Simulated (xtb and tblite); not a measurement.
Conformational energy of SMILES [SiH2](SC)C(=O)OC. Scanned: dihedral C1–O2–C3–Si5 and dihedral O2–C3–Si5–S6; all other coordinates were relaxed at GFN2-xTB. Points at φ and −φ are mirror images. Heavy atoms are numbered in the order of the SMILES COC(=O)[SiH2]SC, hydrogens after them in the order of the atoms that carry them; the mirror image has the same energies with the sign of each dihedral reversed.

Level of theory: xtb and tblite with GFN2-xTB.

Energy in kcal/mol above the lowest grid point; x is the dihedral C1–O2–C3–Si5 (°), y the dihedral O2–C3–Si5–S6 (°).

```csv
y \ x,-150,-120,-90,-60,-30,0,30,60,90,120,150,180
180,3.3,10.2,15.9,12.7,8.7,7.6,8.7,12.7,15.9,10.2,3.3,0.6
150,3.4,10.6,15.8,12.5,8.8,7.4,9.1,12.4,15.9,10.1,3.0,0.4
120,2.6,9.6,15.3,11.8,8.3,7.0,8.6,12.1,15.6,10.4,3.1,0.0
90,2.1,8.2,15.1,11.2,8.0,6.4,7.9,11.6,15.5,10.3,3.1,0.3
60,2.9,9.5,14.7,11.2,7.4,6.2,7.7,12.0,15.6,9.9,2.8,0.2
30,3.1,10.1,15.0,11.2,7.7,6.3,8.1,11.8,15.7,9.9,2.8,0.2
0,3.0,10.2,15.5,11.5,7.9,6.3,7.9,11.5,15.5,10.2,3.0,0.2
-30,2.8,9.9,15.7,11.8,8.1,6.3,7.7,11.2,15.0,10.1,3.1,0.2
-60,2.8,9.9,15.6,12.0,7.7,6.2,7.4,11.2,14.7,9.5,2.9,0.2
-90,3.1,10.3,15.5,11.6,7.9,6.4,8.0,11.2,15.1,8.2,2.1,0.3
-120,3.1,10.4,15.6,12.1,8.6,7.0,8.3,11.8,15.3,9.6,2.6,0.0
-150,3.0,10.1,15.9,12.4,9.1,7.4,8.8,12.5,15.8,10.6,3.4,0.4
```

The six lowest points that lie below all their neighbours on the grid: x = 180, y = -120 (0.0 kcal/mol); x = 180, y = 120 (0.0 kcal/mol); x = 180, y = -60 (0.2 kcal/mol); x = 180, y = 60 (0.2 kcal/mol); x = 180, y = 0 (0.2 kcal/mol); x = 0, y = -60 (6.2 kcal/mol). The lowest path on the grid from the first to the second passes x = 180, y = -90 at 0.3 kcal/mol.
